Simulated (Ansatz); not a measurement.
# Appearance energy of a fragment ion: C4H9F3Ge → [C4H9]+ + GeF3 + e⁻

Species: C4H9F3Ge `C[C](C)(C)[Ge]([F])([F])[F]`, singlet; [C4H9]+ `C[C+](C)C`, singlet; GeF3 `[F][Ge]([F])[F]`, doublet. 

Shapes, held fixed at every level: PBE0-D4/def2-TZVP. Programs: Ansatz 0.2.0. Electronic energies: no zero-point or thermal term.

| level | kind | ΔE (eV) | less CCSD(T)/def2-TZVPP |
| --- | --- | --- | --- |
| PBE-D4/def2-TZVPP | GGA | +9.92 | -0.59 |
| r2SCAN-D4/def2-TZVPP | meta-GGA | +9.98 | -0.53 |
| B3LYP-D4/def2-TZVPP | global hybrid | +10.07 | -0.44 |
| PBE0-D4/def2-TZVPP | global hybrid | +10.15 | -0.36 |
| wB97X-V/def2-TZVPP | range-separated hybrid | +10.28 | -0.23 |
| CCSD/def2-TZVPP | coupled cluster or CI | +10.40 | -0.11 |
| CCSD(T)/def2-TZVPP | coupled cluster or CI | +10.51 | 0.00 |

The highest level, CCSD(T)/def2-TZVPP, gives ΔE = +10.51 eV; the levels span +9.92 to +10.51. The column of differences is taken from that level and isn't an error. No measured value is set beside it here. Open shells run unrestricted unless RO is named. Relativity is left out for Ge unless named. Correlated rows may include outer-core shells of Ge, which these sets cover unevenly. The onset seen in experiment also holds zero-point changes and kinetic shifts.
